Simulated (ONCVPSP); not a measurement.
## Building the ONCV potential for C (PBE, fully relativistic).

- Element: carbon (C)
- Generator: ONCVPSP 4.0.1
- Type: optimised norm-conserving Vanderbilt (ONCV)
- Functional: PBE
- Relativity: fully relativistic
- Frozen core: [He]
- Valence charge: 4
- Reference configuration: 2s2 2p1 (charge +1)
- Partial waves: 2s: rc 0.85 bohr, ncon 4, nbas 7, qcut 7.2 1/bohr, local; 2p: rc 2.15 bohr, ncon 4, nbas 8, qcut 7 1/bohr, 1 projector; d scattering state at 0.38 Ha: rc 2.05 bohr, ncon 4, nbas 8, qcut 4.1 1/bohr, 3 projectors, debl 3.5 Ha
- Local potential: the s channel
- Core correction: polynomial model core, fcfact 0.25

Open shells are filled in proportion to 2j + 1.

All-electron outer shells of the reference configuration (PBE, scalar-relativistic, ld1.x):

| shell | level (eV) | outermost node (bohr) | outermost maximum (bohr) |
| --- | --- | --- | --- |
| 1s | -288.39 | – | 0.17 |
| 2s | -25.76 | 0.38 | 1.17 |
| 2p | -17.00 | – | 1.11 |

What the tests gave:

| Item | Value |
| --- | --- |
| Cutoffs needed | 38 Ha and 158 Ha (the cutoffs (Ha) at which the residual kinetic energy of the hardest occupied pseudo-wave falls to 1 and 0.1 mHa per electron) |
| Ghost test | no bound ghost flagged; no localised positive-energy state flagged |
| Largest excitation error | +414 meV (all-electron minus pseudo) for 2s1 2p0, out of 4 test configurations |
| rms error of d²Exc/dni dnj | 9.49 mHa without and 8.97 mHa with the model core |

Generation and tests took about 5.1 s on one core of a shared server CPU.
